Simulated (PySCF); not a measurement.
3-phenylpyridine (C₁₁H₉N), SMILES c1ccc(-c2cccnc2)cc1.

Geometry optimised at PBE0-D3(BJ)/def2-SVP. One conformer was computed; it need not be the lowest.

Two levels are set side by side: PBE/def2-SVP (PySCF) and ωB97X/def2-SVP (PySCF). Same geometry, gas phase. Differences are taken from unrounded values.

```
quantity                     ωB97X    PBE  PBE minus ωB97X
---------------------------  -----  -----  ---------------
orbital gap (eV)              9.76   3.63            -6.13
highest occupied level (eV)  -8.88  -5.59             3.29
lowest empty level (eV)       0.87  -1.96            -2.84
dipole moment (D)             2.26   2.17            -0.09
mean polarisability (bohr³)  117.9  124.4              6.5
```

PBE's occupied levels lie high since its potential decays too fast outside the molecule; exact exchange lowers them and widens the gap. PBE's more diffuse valence density responds more strongly to a field. Differences between two approximate levels are no errors against the true value.

Rough cost on one machine, each run with all the roots and properties that it gave: ωB97X against PBE within a factor of 2.
